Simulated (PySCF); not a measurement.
Ga(H)(Br)(OH) (BrGaH2O), SMILES [OH][GaH][Br]. Geometry: TPSSh-D3(BJ)/def2-SVP. One conformer was computed; it need not be the lowest.

Computed equilibrium geometry at TPSSh-D3(BJ)/def2-SVP (PySCF confirms it by a frequency run) as bond lengths and angles, and its point group (one conformer of several):
point group Cs.
Atoms: Ga1 H2 Br3 O4 H5. Bond lengths (Å): Ga1–H2 1.554, Ga1–Br3 2.284, Ga1–O4 1.784, O4–H5 0.970. Angles (°): H2–Ga1–Br3 122.0, H2–Ga1–O4 125.4, Br3–Ga1–O4 112.6, Ga1–O4–H5 113.5.
Charge 0, spin multiplicity 1.
